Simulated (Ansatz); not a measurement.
`FC[SiH](F)[SiH3]` + HCl → `FC[SiH]([SiH3])Cl` + H–F  (ligand exchange at the Si–F bond)

Isolated molecules relaxed with PBE0-D4/def2-TZVP in Ansatz; ΔE leaves out vibrations. CCSD(T)/CBS adds triple-zeta CCSD(T) − MP2 to the extrapolated MP2 energy (def2 sets, frozen cores). This one scheme is used for every species. Functionals use def2-TZVPP. B3LYP here is the variant with VWN-RPA as its local correlation; programs differ in this. One conformer a species, not always the lowest.

`FC[SiH](F)[SiH3]`:

```xyz
11

F    -0.669   -1.623   -1.385
C    -0.179   -1.719   -0.084
Si   -0.432   -0.043    0.762
F     0.276   -0.146    2.203
Si    0.529    1.688   -0.492
H    -0.714   -2.526    0.427
H     0.880   -1.993   -0.133
H    -1.884    0.183    0.989
H    -0.226    1.851   -1.762
H     0.473    2.961    0.275
H     1.948    1.368   -0.801
```

HCl:

Cartesian coordinates in Å:
```
Cl 0.156 0.184 -0.592
H -0.156 -0.184 0.592
```

`FC[SiH]([SiH3])Cl`:

Cartesian coordinates in Å:
```
F -0.065 1.597 -1.664
C -0.807 0.436 -1.475
Si -0.759 -0.033 0.361
Si 1.432 -0.302 1.133
Cl -1.764 -1.833 0.510
H -0.379 -0.358 -2.095
H -1.832 0.618 -1.814
H -1.514 0.971 1.153
H 1.403 -0.817 2.527
H 2.137 -1.278 0.261
H 2.149 0.999 1.102
```

H–F:

```xyz
2

F     0.090    0.324   -0.314
H    -0.090   -0.324    0.314
```

(1) Is it downhill or uphill in electronic energy at CCSD(T)/CBS, and by how much? (Estimate.)

(2) What do these levels give: B2PLYP, B3LYP, HF/def2-TZVPP, CCSD/def2-TZVPP, HF/def2-QZVPP, MP2/CBS(def2)? (Best estimate.)

Largest T1 diagnostic among the species: 0.012.

Results:

(1) Computed: Uphill: ΔE = +24.6 kJ/mol.

(2) The calculation gave: B2PLYP 33.1, B3LYP 37.2, HF/def2-TZVPP 41.4, CCSD/def2-TZVPP 31.7, HF/def2-QZVPP 43.2, MP2/CBS(def2) 17.9 kJ/mol.

In def2-TZVPP, CCSD(T) changes the Hartree–Fock value by −12.6 kJ/mol (the triples alone add −2.8 kJ/mol) and MP2 by −19.2 kJ/mol. The D4 term adds −7.2 kJ/mol with B3LYP and −3.9 kJ/mol with PBE0; it sums over pairs of atoms, weighted by their polarisabilities, and B3LYP, whose exchange is more repulsive, gets the larger term.
